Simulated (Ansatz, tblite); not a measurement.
Forces on [CrO3Br]- (CrBrO₃⁻) at its PBE-D4/def2-SVPD geometry. The state is a singlet with charge -1.

The xTB rows come from tblite. The restricted singlet is unstable towards broken spin symmetry at other levels; at r2SCAN-D4/def2-TZVPD this wasn't settled.

GFN1-xTB (tblite), largest force 2.55 eV/Å:

```xyz
5
positions Å, forces eV/Å
Cr    0.092   -0.067   -0.153    0.930   -0.678   -1.543
O    -0.689   -1.375   -0.655    1.142    2.089    0.903
O     0.078    1.086   -1.270   -0.052   -1.738    1.860
O     1.590   -0.420    0.302   -2.404    0.603   -0.585
Br   -1.072    0.776    1.775    0.383   -0.277   -0.634
```

GFN2-xTB (tblite), largest force 1.22 eV/Å:

```
Cr 0.513 -0.374 -0.851
O 0.307 0.983 0.647
O -0.187 -0.598 1.042
O -1.158 0.369 0.032
Br 0.525 -0.380 -0.870
```

r2SCAN-D4/def2-TZVPD (Ansatz), largest force 0.33 eV/Å:

```
Cr 0.059 -0.047 -0.100
O 0.159 0.274 0.110
O -0.001 -0.235 0.237
O -0.313 0.076 -0.088
Br 0.096 -0.068 -0.159
```
